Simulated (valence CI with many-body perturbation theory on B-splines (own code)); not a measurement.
**E1 transitions of Ce9+**

Calculated by relativistic CI+MBPT: three valence electrons over a frozen Dirac-Fock core [Kr] 4d10, radial functions for each j: 7 s, 7 p, 7 d, 7 f, 4 g, 2 h, with the one-electron correlation potential Σ1, the two-electron term Σ2, the three-electron term Σ3, Breit, model QED; selected CI, second order for the rest, scaled by the run's own slope (own B-spline code, finite nucleus).

No measured levels were compared; by estimate levels hold to about 250 cm⁻¹ or 0.2 % of their energy and the worst to 1 %, as in measured heavy ions of charge 2 to 7; those with d or f electrons hold less well.

Lines 1 to 50 of 581 in falling wavelength, among levels below 491510 cm⁻¹, chosen from the strongest by gf and those to the six lowest levels. Wavelengths and rates use the calculated energies, so an error of 400 cm⁻¹ moves a line at 897.3 Å by 0.36 % and its rate by three times that or more. Electric multipoles are in the length gauge, E1 and E2 with the static RPA response of the core. Weak lines are less certain than strong ones. Lines between different terms over intervals too small for the method are left out, as are lines whose strength nearly cancels. Where a level lies close to another of its J and parity, the split of strength between their lines is uncertain.

Names give the largest LS component (configuration and term), which can be under half, so a name can repeat, a term be missing and a line seem to break the LS rules; names also repeat where a configuration has a term twice. Letters in brackets count levels of one name in rising energy.

```
λ vac (Å)                 Upper                Lower   A (s⁻¹)  S (a.u.)
    897.3         5s 5p2 4P_5/2       4f 5s2 2F°_7/2  1.29e+07  2.75e-02
    813.0           5p3 2D°_5/2        5s 5p2 2P_3/2  6.22e+08  9.90e-01
    804.2    4f 5p2 2G°_7/2 [a]  4f 5s 5p 2F_5/2 [b]  4.81e+08  9.87e-01
    800.9         5s 5p2 4P_3/2       5s2 5p 2P°_3/2  3.76e+07  3.82e-02
    787.3    4f 5p2 2G°_9/2 [a]  4f 5s 5p 2F_7/2 [c]  5.34e+08  1.29e+00
    786.8       4f 5p2 4G°_11/2  4f 5s 5p 2G_9/2 [b]  5.83e+08  1.68e+00
    782.0       4f 5s 5p 4G_5/2       4f 5s2 2F°_5/2  2.68e+07  3.80e-02
    763.0   4f 5s 5p 4F_7/2 [a]       4f 5s2 2F°_5/2  3.97e+07  6.97e-02
    759.6       4f 5s 5p 4F_3/2       4f 5s2 2F°_5/2  2.38e+08  2.06e-01
    757.3    4f 5p2 2F°_7/2 [a]  4f 5s 5p 2F_7/2 [c]  7.63e+08  1.31e+00
    757.2    4f 5p2 2G°_9/2 [b]  4f 5s 5p 2G_7/2 [b]  8.11e+08  1.74e+00
    752.8    4f 5p2 2F°_5/2 [a]  4f 5s 5p 2F_5/2 [b]  7.33e+08  9.26e-01
    752.2       4f 5s 5p 4F_5/2       4f 5s2 2F°_7/2  6.62e+07  8.34e-02
    751.5   4f 5s 5p 2F_7/2 [a]       4f 5s2 2F°_7/2  1.04e+08  1.74e-01
    749.1    4f 5p2 2F°_5/2 [b]  4f 5s 5p 2D_5/2 [b]  5.38e+08  6.69e-01
    743.1       4f 5s 5p 4F_9/2       4f 5s2 2F°_7/2  1.76e+08  3.57e-01
    740.3        4f2 5p 4I°_9/2        4f2 5s 2H_9/2  4.76e+08  9.54e-01
    737.8       4f 5s 5p 4F_5/2       4f 5s2 2F°_5/2  1.84e+08  2.18e-01
    737.1   4f 5s 5p 2F_7/2 [a]       4f 5s2 2F°_5/2  1.87e+08  2.95e-01
    735.6         5s 5p2 4P_5/2       5s2 5p 2P°_3/2  3.15e+08  3.71e-01
    730.2       5p3 4S°_3/2 [a]        5s 5p2 2P_1/2  7.88e+08  6.06e-01
    725.9    4f2 5p 2G°_9/2 [a]        4f2 5s 2F_7/2  3.46e+08  6.54e-01
    719.0   4f2 5p 4G°_11/2 [a]       4f2 5s 2H_11/2  8.35e+08  1.84e+00
    719.0   4f 5s 5p 2F_5/2 [a]       4f 5s2 2F°_7/2  3.08e+07  3.39e-02
    718.7         5s 5p2 4P_1/2       5s2 5p 2P°_1/2  3.07e+08  1.13e-01
    717.3       4f2 5p 4I°_11/2        4f2 5s 2H_9/2  2.88e+08  6.30e-01
    714.1    4f2 5p 4H°_9/2 [a]        4f2 5s 2H_9/2  4.53e+08  8.15e-01
    708.4       4f2 5p 4H°_13/2       4f2 5s 2H_11/2  6.01e+08  1.48e+00
    705.8   4f 5s 5p 2F_5/2 [a]       4f 5s2 2F°_5/2  1.03e+08  1.07e-01
    695.7   4f 5s 5p 2G_7/2 [a]       4f 5s2 2F°_7/2  3.03e+08  4.03e-01
    695.5    4f2 5p 2H°_9/2 [a]        4f2 5s 2F_7/2  5.15e+08  8.56e-01
    691.6   4f2 5p 2I°_11/2 [a]       4f2 5s 2I_11/2  1.94e+09  3.80e+00
    691.4   4f2 5p 2I°_11/2 [a]       4f2 5s 2I_13/2  7.45e+08  1.46e+00
    689.6    4f2 5p 2F°_5/2 [a]        4f2 5s 2D_5/2  6.12e+08  5.94e-01
    687.4   4f2 5p 2I°_13/2 [a]       4f2 5s 2I_11/2  8.31e+08  1.87e+00
    687.1   4f2 5p 2I°_13/2 [a]       4f2 5s 2I_13/2  2.19e+09  4.91e+00
    686.9        4f2 5p 4D°_5/2        4f2 5s 4P_5/2  7.40e+08  7.10e-01
    686.1    4f2 5p 2F°_5/2 [a]        4f2 5s 2D_3/2  1.30e+09  1.24e+00
    684.7        4f2 5p 4I°_9/2        4f2 5s 4H_9/2  6.51e+08  1.03e+00
    684.4    4f2 5p 4D°_3/2 [a]        4f2 5s 4P_3/2  8.65e+08  5.47e-01
    683.3   4f 5s 5p 2G_7/2 [a]       4f 5s2 2F°_5/2  4.88e+07  6.15e-02
    682.1        4f2 5p 2P°_3/2        4f2 5s 2D_5/2  1.19e+09  7.46e-01
    680.9  5s 5p 5d 4F°_7/2 [a]        4f2 5s 2G_9/2  6.17e+08  7.69e-01
    680.3    4f2 5p 4G°_5/2 [a]        4f2 5s 4F_5/2  6.81e+08  6.35e-01
    680.1        4f2 5p 4I°_9/2        4f2 5s 4H_7/2  1.45e+09  2.25e+00
    677.6    4f2 5p 4G°_5/2 [a]        4f2 5s 4F_3/2  1.46e+09  1.35e+00
    675.4    4f2 5p 4G°_7/2 [a]        4f2 5s 4F_7/2  9.50e+08  1.16e+00
    674.3         5s 5p2 2D_5/2       4f 5s2 2F°_7/2  1.95e+08  1.77e-01
    671.8    4f2 5p 4G°_7/2 [a]        4f2 5s 4F_5/2  8.91e+08  1.07e+00
    670.6       4f2 5p 4I°_11/2       4f2 5s 4H_11/2  1.41e+09  2.52e+00
```
